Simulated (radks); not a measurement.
Values are calculated unless marked as measured or tabulated.
Question: Xe III, configuration [Kr] 4d10 5s2 5p4. Code: a radial shooting solver on a logarithmic mesh with Libxc functionals. Model: Dirac Kohn-Sham, PBE, spin-unpolarised, spherical densities, finite nucleus; open shells fill j = l - 1/2 first; Fermi nuclear charge, rms radius 4.7859 fm. Some entries of the table are withheld. Estimate them.

orbital,occ.,eigenvalue (hartree),<r> (bohr)
1s1/2,2,-1262.916,(1)
2s1/2,2,-197.1432,0.1142
2p1/2,2,(2),0.09620
2p3/2,4,(3),0.1020
3s1/2,2,-40.94680,0.3061
3p1/2,2,-36.01077,0.2962
3p3/2,4,-33.74472,0.3078
3d3/2,4,-25.05864,0.2787
3d5/2,6,-24.57974,0.2824
4s1/2,2,-8.02500,0.7166
4p1/2,2,-6.27715,0.7456
4p3/2,4,-5.82501,0.7733
4d3/2,4,-2.99700,0.8686
4d5/2,6,-2.92380,0.8793
5s1/2,2,-1.43839,1.788
5p1/2,2,-1.01339,2.040
5p3/2,2,-0.95704,2.119
5d3/2,0,(4),(5)
5d5/2,0,(6),(7)
6s1/2,0,-0.41988,4.191

Answer: 
(1) 1s1/2 <r> (bohr): 0.02666
(2) 2p1/2 eigenvalue (hartree): -185.2699
(3) 2p3/2 eigenvalue (hartree): -173.3398
(4) 5d3/2 eigenvalue (hartree): -0.43005
(5) 5d3/2 <r> (bohr): 3.108
(6) 5d5/2 eigenvalue (hartree): -0.42514
(7) 5d5/2 <r> (bohr): 3.141
